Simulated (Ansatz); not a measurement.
`C[S][GeH2][CH3]`. Charge 0, multiplicity 1.

Cartesian coordinates in Å:
```
C 1.8696 0.8984 -0.1401
S 1.4684 -0.7155 -0.8635
Ge -0.7467 -0.5891 -0.8375
C -1.4293 -0.5343 0.9899
H 2.9562 0.9850 -0.1460
H 1.4518 1.7125 -0.7337
H 1.5218 0.9750 0.8903
H -1.2333 -1.8438 -1.5811
H -1.1737 0.6832 -1.6005
H -2.5200 -0.4901 0.9808
H -1.1130 -1.4271 1.5296
H -1.0519 0.3459 1.5117
```

Task: What are the harmonic wavenumbers in cm⁻¹ at PBE0-D4/def2-TZVP (Ansatz, finite differences of forces, unscaled)? (Estimate.)

Result: Computed: 56, 127, 133, 151, 191, 404, 441, 605, 627, 690, 733, 836, 859, 865, 969, 983, 1261, 1348, 1451, 1455, 1469, 1476, 2118, 2156, 3058, 3063, 3144, 3152, 3153, 3163.

Task: Is this a minimum?

Result: Yes, all 30 modes are real.

Task: Give the ideal-gas thermochemistry at 298.15 K and 1 bar (rigid rotor, harmonic oscillator; point group C1, symmetry number 1).

Result: Zero-point energy 240.1 kJ/mol; H(298) − E = 262.6 kJ/mol; entropy 364.3 J/(mol·K), of which translation 170.2, rotation 113.0, vibration 81.1; G(298) − E = 154.0 kJ/mol. Modes under 100 cm⁻¹ are hindered rotations or soft bends, so the harmonic entropy is rough.

Task: And at 400, 500, 600, 800 and 1000 K?

Result: 
```tsv
T (K)	H − E (kJ/mol)	S (J/mol/K)	G − E (kJ/mol)
400	275.4	400.9	115.0
500	289.9	433.3	73.3
600	306.2	463.0	28.4
800	342.9	515.5	-69.5
1000	383.7	561.0	-177.3
```

Task: Rotational constants (cm⁻¹)?

Result: 0.1993, 0.07227, 0.06175.
